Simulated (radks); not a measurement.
Problem. All-electron atom: Ru+ in [Kr] 4d7. All-electron calculation, scalar-relativistic Kohn-Sham, PBE, spin-unpolarised, spherical densities, point nucleus. Program: a radial shooting solver on a logarithmic mesh with Libxc functionals. Some entries of the table are withheld. Estimate them.

orbital,occ.,eigenvalue (hartree),<r> (bohr)
1s,2,(1),0.03344
2s,2,-116.1808,0.1457
2p,6,-104.0791,0.1270
3s,2,(2),0.4027
3p,6,-16.70383,0.4030
3d,10,-10.30517,0.3841
4s,2,-3.07861,1.020
4p,6,-1.97906,1.129
4d,7,-0.46095,1.642

Solution. 
(1) 1s eigenvalue (hartree): -806.4638
(2) 3s eigenvalue (hartree): -20.68091
